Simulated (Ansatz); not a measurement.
The inner images of a band of AlH4NO2 + H2 (10 atoms, charge 0, multiplicity 1) are given out of order.

The calculation used RKS CAM-B3LYP-D4/def2-SVP (Ansatz).

Initial state:

```xyz
10
Properties=species:S:1:pos:R:3
Al 0.046 -0.386 0.328
N -0.043 -0.349 2.089
H -0.882 -0.390 2.656
H 0.779 -0.311 2.682
O 1.589 -0.319 -0.366
H 1.769 -0.364 -1.306
O -1.300 -0.543 -0.689
H -2.223 -0.668 -0.465
H -0.192 2.542 0.479
H -0.168 2.111 1.111
```

Final state:

```xyz
10
Properties=species:S:1:pos:R:3
Al -0.112 0.422 0.011
N -0.008 0.299 2.018
H -0.795 -0.293 2.292
H 0.867 -0.190 2.216
O 1.419 -0.355 -0.214
H 1.896 -0.432 -1.042
O -1.549 -0.542 -0.062
H -2.076 -0.712 -0.844
H -0.230 1.957 -0.401
H -0.038 1.170 2.547
```

**Question.** Put them in order from the first end to the last, with their energies above the first end.
A.
```xyz
10
Properties=species:S:1:pos:R:3
Al -0.069 -0.190 0.398
N -0.023 -0.139 2.168
H -0.839 -0.152 2.768
H 0.833 -0.149 2.710
O 1.424 -0.380 -0.382
H 1.660 -0.342 -1.308
O -1.577 -0.265 -0.384
H -1.841 -0.888 -1.063
H -0.107 2.075 0.453
H -0.086 1.754 1.160
```
B.
```xyz
10
Properties=species:S:1:pos:R:3
Al -0.005 -0.230 0.399
N -0.034 -0.313 2.161
H -0.865 -0.299 2.740
H 0.801 -0.354 2.736
O 1.526 -0.256 -0.336
H 1.663 -0.270 -1.286
O -1.401 -0.243 -0.563
H -2.099 -0.883 -0.693
H -0.106 2.208 0.317
H -0.106 1.965 1.044
```
C.
```xyz
10
Properties=species:S:1:pos:R:3
Al -0.097 0.270 0.078
N -0.034 0.241 2.094
H -0.854 -0.050 2.628
H 0.818 -0.063 2.568
O 1.375 -0.494 -0.385
H 1.748 -0.396 -1.264
O -1.633 -0.324 -0.387
H -1.836 -1.008 -1.024
H -0.079 1.881 0.238
H -0.033 1.267 1.973
```
D.
```xyz
10
Properties=species:S:1:pos:R:3
Al -0.085 0.061 0.245
N -0.036 0.164 2.117
H -0.858 -0.040 2.684
H 0.811 -0.064 2.636
O 1.413 -0.443 -0.385
H 1.717 -0.390 -1.292
O -1.613 -0.272 -0.420
H -1.844 -0.952 -1.054
H -0.077 1.854 0.542
H -0.052 1.406 1.448
```
E.
```xyz
10
Properties=species:S:1:pos:R:3
Al -0.122 0.399 0.028
N -0.029 0.294 2.049
H -0.846 -0.171 2.450
H 0.818 -0.185 2.361
O 1.326 -0.475 -0.337
H 1.800 -0.394 -1.167
O -1.643 -0.372 -0.226
H -1.831 -1.017 -0.910
H -0.097 1.988 -0.112
H -0.002 1.257 2.385
```

**Answer.** B (+0.03 eV), A (+0.11 eV), D (+0.69 eV), C (-0.40 eV), E (-0.72 eV).

Run time: 2.7 min on 4 threads of Intel(R) Xeon(R) Platinum 8259CL CPU @ 2.50GHz (Skylake/Cascade Lake) (shared host), peak memory 0.23 GiB.
